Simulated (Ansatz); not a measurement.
Reaction (substitution at a C–O bond): `C[O][W](=[O])([OH])([Cl])[Cl]` + `B1N[SiH2]1` → `CN1B[SiH2]1` + `[O]=[W]([OH])([OH])([Cl])[Cl]`

Program: Ansatz. Geometries: PBE0-D4/def2-TZVP. ΔE: electronic, gas phase. CCSD(T)/CBS is the MP2 limit (def2-TZVPP, def2-QZVPP) plus CCSD(T) − MP2 in def2-TZVPP, frozen cores. DFT in def2-TZVPP. B3LYP here is the variant with VWN-RPA as its local correlation; programs differ in this. def2 core potentials past Kr. For W outer-core shells are correlated without core-valence functions, which leaves a few kJ/mol of doubt a bond. Each species was taken in one conformer, which may not be the lowest.

`C[O][W](=[O])([OH])([Cl])[Cl]`:

Z-matrix (Å, degrees):
```
W
Cl 1 2.334
O 1 1.846 2 158.3
C 1 3.015 2 139.4 3 1.6
O 1 1.904 2 84.0 3 -60.2
O 1 1.681 2 99.9 3 -171.3
Cl 1 2.307 2 86.6 3 78.6
H 1 2.507 2 64.7 3 -64.6
H 4 1.090 1 133.8 2 -169.8
H 4 1.094 1 93.7 2 -47.5
H 4 1.095 1 98.1 2 62.8
```

`B1N[SiH2]1`:

```xyz
7

B    -0.075   -0.445    1.054
N     0.868   -0.032    0.140
Si   -0.679    0.249   -0.642
H    -0.070   -0.904    2.148
H     1.874    0.023    0.082
H    -0.925   -0.564   -1.861
H    -0.994    1.673   -0.921
```

`CN1B[SiH2]1`:

Z-matrix (Å, degrees):
```
C
N 1 1.438
H 1 1.093 2 110.5
H 1 1.093 2 110.5 3 -119.1
H 1 1.092 2 110.5 3 120.4
B 2 1.375 1 139.2 3 -120.0
Si 2 1.759 1 146.2 3 60.0
H 6 1.189 2 135.8 1 -0.0
H 7 1.487 2 114.9 1 64.0
H 7 1.487 2 114.9 1 -64.0
```

`[O]=[W]([OH])([OH])([Cl])[Cl]`:

```xyz
8

O     0.059    0.024    2.011
W     0.128   -0.157    0.344
O    -1.439   -1.129    0.037
O     1.510    1.029   -0.076
Cl    1.439   -1.971   -0.085
Cl   -1.130    1.502   -0.805
H    -2.100   -0.978   -0.643
H     1.532    1.679   -0.782
```

Q: Is it downhill or uphill in electronic energy at CCSD(T)/CBS, and by how much? (An estimate is asked.)

A: Ansatz gave: Downhill: ΔE = -3.5 kcal/mol.

Q: What do these levels give: PBE-D4, B3LYP-D4, ωB97M-V, r2SCAN, PBE0, MP2/CBS(def2)? (Best estimate.)

A: The calculation gave: PBE-D4 -4.3, B3LYP-D4 -3.4, ωB97M-V -3.7, r2SCAN -3.8, PBE0 -4.6, MP2/CBS(def2) -3.7 kcal/mol.

Largest T1 diagnostic among the species: 0.021, so the coupled-cluster value is less sure than usual.
